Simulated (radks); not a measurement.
Values are calculated unless marked as measured or tabulated.
Task: All-electron atom: Be0.75+ in [He] 2s(up 1, down 0.25) (fractional occupations, a model configuration). Level of theory: non-relativistic Kohn-Sham, PBE, spin-polarised, spherical densities, point nucleus (a radial shooting solver on a logarithmic mesh with Libxc functionals). Some entries of the table are withheld. Estimate them.

| orbital | occ. | eigenvalue (eV) | <r> (bohr) | <1/r> (bohr^-1) |
|---|---|---|---|---|
| 1s up | 1 | (1) | 0.4201 | 3.666 |
| 1s down | 1 | (2) | 0.4204 | 3.664 |
| 2s up | 1 | -12.1229 | 2.331 | 0.6057 |
| 2s down | 0.25 | -10.7214 | 2.368 | 0.6045 |

Result: 
(1) 1s up eigenvalue (eV): -114.6209
(2) 1s down eigenvalue (eV): -114.2973
